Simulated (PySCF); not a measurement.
## Structure revision by computed shifts

A compound C5H6O2 gives the data below (simulated from a calculation) and was assigned the structure `COc1ccco1`.

13C{1H} NMR (computed): δ 210.7 (CH), 136.8 (CH), 132.5 (CH), 97.9 (CH), 83.0 (CH2).

1H NMR (600 MHz, computed): δ 10.04 (d, 1H), 6.13 (m, 1H), 5.83 (m, 1H), 5.30 (m, 1H), 5.24 (m, 1H), 5.23 (m, 1H).

PySCF calculation with shielding tensors at PBE0/pcSseg-1 (GIAO) and GFN2-xTB geometry; in vacuum, one computed conformer, non-relativistic.

Chemical shifts δ = σref − σ; TMS for 1H (31.72 ppm), 13C (186.93 ppm), all at this level.

**Question.** Compare with the shifts computed for the proposed structure, pairing carbons in order of shift.

**Answer.** Structure with atom numbers: `[CH3:1][O:2][c:3]1[cH:4][cH:5][cH:6][o:7]1`. Hydrogens are named by the atom that carries them.

```csv
atom,computed for proposal,given list,difference
C3,168.1,210.7,-42.6
C6,135.1,136.8,-1.7
C5,119.4,132.5,-13.1
C4,88.2,97.9,-9.7
C1,56.1,83.0,-26.9
```

The rms difference is 23.7 ppm and the largest -42.6 ppm at C3 (aromatic carbon bearing oxygen). The carbon types in order of shift don't match either: C, CH, CH, CH, CH3 for the proposal against CH, CH, CH, CH, CH2 in the data. The proposal doesn't fit.

**Question.** Which isomer fits?

**Answer.** `C1=CCO[C@@H]1C=O`.

- Carbon types of the structure: 4 × CH, 1 × CH2, which accounts for all hydrogens.
- δC 136.8, 132.5: alkene CH; the olefinic region.
- δC 97.9: sp3 CH bonded to O, α to a carbonyl; the inductive effect lowers its shielding.
- δC 83.0: allylic sp3 CH2 bonded to O; the inductive effect lowers its shielding.
- δH 10.04: hydrogen on an aldehyde carbonyl carbon; the formyl region, downfield of aromatic protons.

The data come from this structure; uniqueness wasn't tested.

Shifts are as computed. Against solution values, carbons near 30 ppm lie about +3 ppm off and those near 130 ppm about +5 ppm. Of 1211 compounds with measured shifts, 218 miss one by over three times the rms of a fit or turn the order of signals round; such compounds aren't used in these exercises. No couplings were computed; multiplicities are counted from neighbouring protons, with m where these are inequivalent, close in shift, in a saturated or five-membered ring or joined by F or P, and br s for small geminal =CH2 splittings.
